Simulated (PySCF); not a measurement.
Al(Cl)(Br)(vinyl) (C2H3AlBrCl), SMILES [Br][Al]([Cl])[CH]=C.

Coordinates come from a PBE-D3(BJ)/def2-SVP optimisation. The structure was generated by enumeration; whether it is a known compound was not checked. Other conformers were not sampled.

Computed with PBE/def2-TZVP run with PySCF.

Symmetry labels are those of the subgroup Cs that the program uses (full group Cs).

Computed valence orbital energies around the gap with their symmetry:
```tsv
orbital	symmetry	energy (eV)
HOMO−7	A'	-9.94
HOMO−6	A'	-9.00
HOMO−5	A"	-8.27
HOMO−4	A'	-8.21
HOMO−3	A"	-7.63
HOMO−2	A'	-7.49
HOMO−1	A'	-7.34
HOMO	A"	-7.30
LUMO	A"	-2.61
LUMO+1	A'	-1.49
LUMO+2	A"	-0.68
LUMO+3	A'	0.36
```
